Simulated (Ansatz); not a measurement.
Basis-set extrapolation for C2H8AlNO (PBE0-D4/def2-TZVP geometry, frozen core, the Gaussian-basis code of Ansatz). Multiplicity 1, RHF reference.

|  | def2-TZVPP | def2-QZVPP |
| --- | --- | --- |
| HF | -451.684165 | -451.701657 |
| MP2 correlation | -0.888610 | -0.951894 |
| CCSD(T) correlation | -0.967179 | not run |

Energies in hartree. Use E(X) = E(∞) + A·exp(−7.88·√X) for Hartree–Fock and E(X) = E(∞) + B·X^(−2.97) for correlation, with X = 3 and 4, and add CCSD(T) minus MP2 of the smaller set to the MP2 limit.

Problem. What is the CCSD(T) energy at the basis-set limit?

Solution. HF limit: -451.701657 + (-0.017492) × 0.13774 = -451.70407. MP2 limit: -0.951894 + (-0.063284) × 0.74074 = -0.99877. Higher-order term: -0.967179 − (-0.888610) = -0.07857. Total: -452.78141 hartree, 341.5 kJ/mol below CCSD(T)/def2-TZVPP.
